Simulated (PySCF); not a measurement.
CHCl3, charge +1, doublet, at a GFN2-xTB geometry (a state made from the parent by changing its charge; the spin is typed, not shown lowest); MP2/cc-pVTZ in PySCF.

The PySCF input:
```python
from pyscf import gto, scf, mp

mol = gto.Mole()
mol.atom = '''
    Cl   -0.798098    1.519309   -0.073724
    C     0.004886    0.003069    0.362168
    Cl   -0.918535   -1.450788   -0.046935
    Cl    1.713734   -0.070341   -0.094142
    H     0.019948    0.012528    1.478617
'''
mol.basis = 'cc-pvtz'
mol.charge = 1
mol.spin = 1
mol.verbose = 4
mol.build()

mf = scf.UHF(mol)
mf.kernel()

pt = mp.MP2(mf, frozen=16)
pt.kernel()
print('E(MP2) = %.10f' % pt.e_tot)
```

What the program printed (banner, timings and long lists left out):

```
PySCF version 2.14.0

[INPUT] verbose = 4
[INPUT] num. atoms = 5
[INPUT] num. electrons = 57
[INPUT] charge = 1
[INPUT] spin (= nelec alpha-beta = 2S) = 1
[INPUT] symmetry False subgroup None
[INPUT] Mole.unit = angstrom
[INPUT] Symbol           X                Y                Z      unit          X                Y                Z       unit  Magmom
[INPUT]  1 Cl    -0.798098000000   1.519309000000  -0.073724000000 AA   -1.508186640563   2.871077908587  -0.139318168807 Bohr   0.0
[INPUT]  2 C      0.004886000000   0.003069000000   0.362168000000 AA    0.009233201845   0.005799569476   0.684398331081 Bohr   0.0
[INPUT]  3 Cl    -0.918535000000  -1.450788000000  -0.046935000000 AA   -1.735779585827  -2.741591984805  -0.088694295656 Bohr   0.0
[INPUT]  4 Cl     1.713734000000  -0.070341000000  -0.094142000000 AA    3.238487910355  -0.132925225328  -0.177902596819 Bohr   0.0
[INPUT]  5 H      0.019948000000   0.012528000000   1.478617000000 AA    0.037696256733   0.023674488889   2.794181173126 Bohr   0.0

nuclear repulsion = 260.323165566399
number of shells = 42
number of NR pGTOs = 235
number of NR cGTOs = 146
basis = cc-pvtz
ecp = {}

******** <class 'pyscf.scf.uhf.UHF'> ********
method = UHF
initial guess = minao
damping factor = 0
level_shift factor = 0
DIIS = <class 'pyscf.scf.diis.CDIIS'>
diis_start_cycle = 1
diis_space = 8
diis_damp = 0
SCF conv_tol = 1e-09
SCF conv_tol_grad = None
SCF max_cycles = 50
direct_scf = True
direct_scf_tol = 1e-13
number electrons alpha = 29  beta = 28
Set gradient conv threshold to 3.16228e-05
init E= -1417.4715835747

cycle= 1 E= -1416.30114402038  delta_E= 1.17  |g|= 0.651  |ddm|= 1.19
cycle= 2 E= -1416.37775161144  delta_E= -0.0766  |g|= 0.652  |ddm|= 0.727
cycle= 3 E= -1416.56749162115  delta_E= -0.19  |g|= 0.0542  |ddm|= 0.302
cycle= 4 E= -1416.57061011909  delta_E= -0.00312  |g|= 0.0197  |ddm|= 0.0702
cycle= 5 E= -1416.57112988543  delta_E= -0.00052  |g|= 0.00703  |ddm|= 0.0282
cycle= 6 E= -1416.57122736128  delta_E= -9.75e-05  |g|= 0.00279  |ddm|= 0.0134
cycle= 7 E= -1416.57124463992  delta_E= -1.73e-05  |g|= 0.000938  |ddm|= 0.00589
cycle= 8 E= -1416.57124720649  delta_E= -2.57e-06  |g|= 0.000359  |ddm|= 0.00228
cycle= 9 E= -1416.57124754351  delta_E= -3.37e-07  |g|= 0.000136  |ddm|= 0.000848
cycle= 10 E= -1416.57124758428  delta_E= -4.08e-08  |g|= 5.75e-05  |ddm|= 0.000285
cycle= 11 E= -1416.57124759141  delta_E= -7.13e-09  |g|= 2.56e-05  |ddm|= 0.000113
cycle= 12 E= -1416.57124759304  delta_E= -1.63e-09  |g|= 1.14e-05  |ddm|= 5.53e-05
cycle= 13 E= -1416.57124759339  delta_E= -3.54e-10  |g|= 6.07e-06  |ddm|= 2.53e-05
Extra cycle  E= -1416.57124759346  delta_E= -6.96e-11  |g|= 4.5e-06  |ddm|= 6.68e-06
converged SCF energy = -1416.57124759346  <S^2> = 0.78179386  2S+1 = 2.0315451

******** <class 'pyscf.mp.ump2.UMP2'> ********
nocc = (np.int64(13), np.int64(12)), nmo = (130, 130)
frozen orbitals 16
E(UMP2) = -1417.3114017092  E_corr = -0.740154115731904
E(SCS-UMP2) = -1417.29267175941  E_corr = -0.721424165941577
E_corr(same-spin) = -0.192416276465432
E_corr(oppo-spin) = -0.547737839266472
E(MP2) = -1417.3114017092
```
